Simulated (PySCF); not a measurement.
C₅H₉F, SMILES [C@H](F)(C)C(=C)C.

Coordinates come from a ωB97X-D3(BJ)/def2-SVP optimisation. The values are those of a single conformer.

These are PySCF 2.14.0 with TDA-PBE0/def2-SVPD values and carry that method's errors.

Vertical excitations. Gas-phase values at a fixed geometry.

Computed UV-visible absorptions:
```csv
state,energy (eV),λ (nm),f,main pairs
S1,6.86,181,0.025,"HOMO→LUMO+1 82 %, HOMO→LUMO 15 %"
S2,7.57,164,0.433,"HOMO→LUMO 63 %, HOMO→LUMO+4 15 %, HOMO→LUMO+1 10 %"
S3,7.78,159,0.015,"HOMO→LUMO+3 76 %, HOMO→LUMO+2 12 %"
S4,7.82,159,0.032,"HOMO→LUMO+2 70 %, HOMO→LUMO+3 18 %"
S5,7.88,157,0.003,HOMO−1→LUMO 87 %
S6,8.05,154,0.106,HOMO→LUMO+4 77 %
S7,8.61,144,0.009,"HOMO→LUMO+5 55 %, HOMO−3→LUMO 16 %, HOMO−2→LUMO 12 %"
S8,8.73,142,0.009,"HOMO−3→LUMO 46 %, HOMO−2→LUMO 32 %, HOMO→LUMO+6 9 %"
S9,8.77,141,0.023,"HOMO−2→LUMO 28 %, HOMO−1→LUMO+1 27 %, HOMO→LUMO+5 16 %, HOMO−3→LUMO 15 %"
S10,8.82,141,0.003,"HOMO−1→LUMO+1 57 %, HOMO→LUMO+6 13 %, HOMO−3→LUMO 11 %"
T1,4.30,289,0,HOMO→LUMO 89 %
T2,6.75,184,0,HOMO→LUMO+1 90 %
T3,7.44,167,0,HOMO−1→LUMO 89 %
T4,7.65,162,0,"HOMO→LUMO+3 58 %, HOMO→LUMO+2 20 %, HOMO→LUMO+4 17 %"
```
Triplets are in the Tamm–Dancoff approximation.
